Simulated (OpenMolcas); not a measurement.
# Multiconfigurational calculation on Rh⁵⁺

Input:

```
&GATEWAY
Coord
1

Rh 0.0 0.0 0.0
Basis=ANO-RCC-VQZP
Group=XYZ
NoMove
AngMom=0.0 0.0 0.0
AMFI
&SEWARD
&RASSCF
FileOrb=start.orb
Symmetry=1
Spin=5
nActEl=4 0 0
Inactive=9 9
Ras2=5 0
CIRoot=5 5 1
SDav=5
CIMx=300
Iter=120 100
PrWF=0.3
OrbListing=Nothing
MaxOrb=0
Atom
>>> COPY $Project.JobIph JOBPRE
&RASSCF
FileOrb=start.orb
Symmetry=1
Spin=5
nActEl=10 2 0
Inactive=9 6
Ras1=0 3
Ras2=5 0
CIRoot=5 5 1
SDav=185
CIMx=300
Iter=120 100
PrWF=0.3
OrbListing=Nothing
MaxOrb=0
Thrs=2.0e-7 1.0e-1 5.0e-4
Atom
>>> COPY $Project.JobIph JOB001
&RASSCF
FileOrb=start.orb
Symmetry=1
Spin=3
nActEl=10 2 0
Inactive=9 6
Ras1=0 3
Ras2=5 0
CIRoot=45 45 1
SDav=615
CIMx=300
Iter=120 100
PrWF=0.3
OrbListing=Nothing
MaxOrb=0
Thrs=2.0e-7 1.0e-1 5.0e-4
Atom
>>> COPY $Project.JobIph JOB002
&RASSCF
FileOrb=start.orb
Symmetry=1
Spin=1
nActEl=10 2 0
Inactive=9 6
Ras1=0 3
Ras2=5 0
CIRoot=49 49 1
SDav=485
CIMx=300
Iter=120 100
PrWF=0.3
OrbListing=Nothing
MaxOrb=0
Thrs=2.0e-7 1.0e-1 5.0e-4
Atom
>>> COPY $Project.JobIph JOB003
&RASSI
NrOfJobIphs=3 5 45 49
1 2 3 4 5
1 2 3 4 5 6 7 8 9 10 11 12 13 14 15 16 17 18 19 20 21 22 23 24 25 26 27
28 29 30 31 32 33 34 35 36 37 38 39 40 41 42 43 44 45
1 2 3 4 5 6 7 8 9 10 11 12 13 14 15 16 17 18 19 20 21 22 23 24 25 26 27
28 29 30 31 32 33 34 35 36 37 38 39 40 41 42 43 44 45 46 47 48 49
IphNames
JOB001
JOB002
JOB003
EJob
SpinOrbit
DIPRint=1.0
SOCoupling=1000.0
Subsets=2
MEES
Property=10
'ANGMOM' 1 'ANGMOM' 2 'ANGMOM' 3 'MLTPL  1' 1 'MLTPL  1' 2 'MLTPL  1' 3
'AMFI' 1 'AMFI' 2 'AMFI' 3 'MLTPL  2' 6
SOProperty=3
'ANGMOM' 1 'ANGMOM' 2 'ANGMOM' 3
```

Launched by
```bash
OMP_NUM_THREADS=1 MOLCAS_MEM=1689 MOLCAS_PROJECT=a pymolcas a.inp > a.log  # once for each step of the input, in one work folder
```

A driver script runs the steps one by one and writes start.orb anew before each from the orbitals found so far.

Output, cut to the results:

```
--- SEWARD ---
Basis set label: RH.ANO-RCC...8S7P5D3F2G1H.

      Electronic valence basis set:
      ------------------
      Associated Effective Charge  45.000000 au
      Associated Actual Charge     45.000000 au
      Nuclear Model: Point charge

      Shell  nPrim  nBasis  Cartesian Spherical Contaminant
         s      21       8        X
         p      18       7        X
         d      13       5                 X
         f       6       3                 X
         g       4       2                 X
         h       2       1                 X
                  Relativistic Douglas-Kroll-Hess integrals:
                    - DKH order of Hamiltonian: 2
                    - DKH order of Properties : 0
                  Atomic mean-field integrals
--- RASSCF ---
Wave function specifications:
      -----------------------------

      Number of closed shell electrons          30
      Number of electrons in active shells      10
      Max number of holes in RAS1 space          2
      Max nr of electrons in RAS3 space          0
      Number of inactive orbitals               15
      Number of active orbitals                  8
      Number of secondary orbitals              81
      Spin quantum number                      2.0
      State symmetry                             1
Orbital specifications:
      -----------------------

      Symmetry species                           1   2
                                                ag  au
      Frozen orbitals                            0   0
      Inactive orbitals                          9   6
      Active orbitals                            5   3
      RAS1 orbitals                              0   3
      RAS2 orbitals                              5   0
      RAS3 orbitals                              0   0
      Secondary orbitals                        37  44
      Deleted orbitals                           0   0
      Number of basis functions                 51  53
      Number of CSFs                           185
      Number of root(s) required                 5
      Iter CI   SX   CI       RASSCF       Energy    max ROT     max BLB   max BLB  Level Ln srch  Step   QN
          iter iter root      energy       change     param      element    value   shift minimum  type update
 Nr of preliminary CI iterations:   1
      Total energies have been shifted. Add                -4000.00 au
        1   1    7    0  -774.68678703    0.00E+00  -1.58E-02   11  20 1  4.40E-03*  0.00   0.00    SX    NO
        2   1    7    0  -774.68698320   -1.96E-04*  6.58E-04    7  13 2  2.48E-03*  0.00   0.00    SX    NO
        3   1    6    0  -774.68698734   -4.14E-06*  1.87E-04    7  30 1 -5.27E-04*  0.00   0.00    SX    NO
        4   1    6    0  -774.68698780   -4.59E-07*  6.05E-05    9  17 1 -2.53E-04   0.00   0.00    SX    NO
        5   1    5    0  -774.68698787   -6.75E-08   1.72E-05    7  30 1 -9.14E-05   0.00   0.72    QN   YES
      Convergence after  5 iterations
        6   1    5    0  -774.68698788   -1.21E-08   1.72E-05    9  17 1 -1.10E-06   0.00   0.72    QN   YES
      Natural orbitals and occupation numbers for root  1
      sym 1:   1.002337   1.002341   1.002334   0.007466   1.002341
      sym 2:   1.993097   1.995745   1.994339
      Natural orbitals and occupation numbers for root  2
      sym 1:   0.007466   1.002341   1.002334   1.002337   1.002341
      sym 2:   1.993077   1.994377   1.995727
      Natural orbitals and occupation numbers for root  3
      sym 1:   1.002339   0.007466   1.002341   1.002339   1.002333
      sym 2:   1.995924   1.993622   1.993636
::    RASSCF root number  1 Total energy:  -4774.68698788
::    RASSCF root number  2 Total energy:  -4774.68698788
::    RASSCF root number  3 Total energy:  -4774.68698788
::    RASSCF root number  4 Total energy:  -4774.68698788
::    RASSCF root number  5 Total energy:  -4774.68698788
--- RASSCF ---
Wave function specifications:
      -----------------------------

      Number of closed shell electrons          30
      Number of electrons in active shells      10
      Max number of holes in RAS1 space          2
      Max nr of electrons in RAS3 space          0
      Number of inactive orbitals               15
      Number of active orbitals                  8
      Number of secondary orbitals              81
      Spin quantum number                      1.0
      State symmetry                             1
Orbital specifications:
      -----------------------

...
--- RASSI ---
SPIN-FREE ENERGIES:
  (Shifted by EMIN (a.u.) =      -4774.6869878780)

 SF State       Relative EMIN(au)   Rel lowest level(eV)    D:o, cm**(-1)      L_eff

     1             0.0000000000        0.0000000000              0.0000         2.0
     2             0.0000000000        0.0000000000              0.0000         2.0
     3             0.0000000000        0.0000000000              0.0000         2.0
     4             0.0000000000        0.0000000000              0.0000         2.0
     5             0.0000000000        0.0000000000              0.0000         2.0
     6             0.0974492662        2.6517296209          21387.6418         1.0
     7             0.0974492662        2.6517296209          21387.6418         1.0
     8             0.0974492662        2.6517296209          21387.6418         1.0
     9             0.1039031836        2.8273496613          22804.1129         5.0
    10             0.1039031836        2.8273496613          22804.1129         5.0
    11             0.1039031836        2.8273496613          22804.1129         5.0
    12             0.1039031836        2.8273496613          22804.1129         5.0
    13             0.1039031836        2.8273496613          22804.1129         5.0
    14             0.1039031836        2.8273496613          22804.1129         5.0
    15             0.1039031836        2.8273496613          22804.1129         5.0
    16             0.1039031836        2.8273496613          22804.1129         5.0
    17             0.1039031836        2.8273496613          22804.1129         5.0
    18             0.1039031836        2.8273496613          22804.1129         5.0
    19             0.1039031836        2.8273496613          22804.1129         5.0
    20             0.1068241452        2.9068330746          23445.1899         3.0
    21             0.1068241452        2.9068330746          23445.1899         3.0
...
```

Levels above the lowest, from the spin-orbit matrix, grouped by J:

```
Configuration   Term  J  E (cm⁻¹)      g  Term weight %    Second
          4d⁴     ⁵D  0       0.0                    96   4 ³P(1)
          4d⁴     ⁵D  1       669  1.500             98   2 ³P(1)
          4d⁴     ⁵D  2      1756  1.499             99          
          4d⁴     ⁵D  3      3080  1.498             99          
          4d⁴     ⁵D  4      4546  1.496             98          
          4d⁴  ³P(1)  0     19376                    91      5 ¹S
          4d⁴  ³P(1)  1     22593  1.489             97      2 ⁵D
          4d⁴     ³H  4     23520  0.898             70  12 ³F(1)
          4d⁴     ³H  5     25306  1.050             90     10 ³G
          4d⁴  ³F(1)  2     25540  0.680             96   3 ¹D(1)
          4d⁴  ³F(1)  3     25550  0.999             73     26 ³G
          4d⁴     ³H  6     26592  1.161             97      3 ¹I
          4d⁴  ³F(1)  4     26721  1.132             67     23 ³H
          4d⁴  ³P(1)  2     26893  1.486             95      4 ³D
          4d⁴     ³G  3     29965  0.840             73  26 ³F(1)
          4d⁴     ³G  4     30633  1.062             77  11 ¹G(1)
          4d⁴     ³G  5     31949  1.184             90     10 ³H
          4d⁴     ³D  3     35514  1.325             97          
          4d⁴     ³D  2     35715  1.155             86   9 ¹D(1)
          4d⁴     ³D  1     36616  0.514             99          
          4d⁴     ¹I  6     37906  1.006             97      3 ³H
          4d⁴  ¹G(1)  4     38039  1.015             82   9 ³F(1)
          4d⁴     ¹S  0     39943                    94   6 ³P(1)
          4d⁴  ¹D(1)  2     43351  1.017             85      8 ³D
```

Without dynamic correlation excited terms often stand tens of per cent too high (terms of higher spin than the ground term too low), and those without a measured partner can miss by more than the paired ones. Active for correlation alone: 4p; no level in the range computed is led by a configuration that opens it, so any true level of that kind is missing. Levels of configurations outside the active space are missing. The first state left out of the spin-orbit step lies near 100000 cm-1 above the lowest spin-free state of the reference (among the parities and spins computed), and the list stops at four fifths of that energy or lower. The table shows the lowest 24 of 32 levels.

The term weight is that of the spin-free term in the level, not the purity of its configuration. A number in round brackets counts repeated terms of one configuration in the order of the reference energies.
